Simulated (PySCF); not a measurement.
PySCF input for C2H6OSi, SMILES C=C[SiH2]O, B3LYP/pcSseg-1. Geometry optimised at ωB97X-D3(BJ)/def2-SVP. Other conformers were not sampled.

```python
import numpy as np
from pyscf import gto, scf, dft
from pyscf.prop.nmr import rks as nmr

mol = gto.M(
    atom='''
    Si    0.56256469   -0.17957320   -0.69283736
    O     1.06581364   -1.07442256    0.62737887
    C    -0.93129106    0.84728151   -0.23362814
    C    -1.54083251    0.69964497    0.94883902
    H     0.23880900   -1.16330845   -1.75956814
    H     1.64945032    0.72562774   -1.18032904
    H     1.47112176   -0.58314084    1.34881663
    H    -1.32785563    1.59168600   -0.93816869
    H    -1.18382670   -0.03513700    1.68088412
    H    -2.41737213    1.29211886    1.23779202
    ''',
    basis='pcSseg-1',
    charge=0,
    spin=0,
    max_memory=1600,
    verbose=3,
)
mf = dft.RKS(mol, xc='b3lyp')
mf.grids.level = 3
mf.conv_tol = 1e-10
mf.max_cycle = 100
mf.kernel()
n = nmr.NMR(mf)
n.verbose = 2
n.max_cycle_cphf = 60
sigma = n.kernel()
print('atom   isotropic/ppm   span/ppm')
for i, s in enumerate(sigma):
    w = np.linalg.eigvalsh((s + s.T) / 2)
    print(f'{mol.atom_symbol(i):2s}{i + 1:3d} {w.mean():14.3f} {w[2] - w[0]:11.3f}')
```

Log of the run:

```
converged SCF energy = -444.555219818872
atom   isotropic/ppm   span/ppm
Si  1        366.547     108.917
O   2        321.548      65.729
C   3         34.672     245.659
C   4         35.739     261.385
H   5         26.483       7.580
H   6         26.349       7.936
H   7         30.836      19.992
H   8         25.226       3.847
H   9         25.152       7.866
H  10         25.058       6.335
```

The run converged.

Cost: roughly 16 core-seconds.
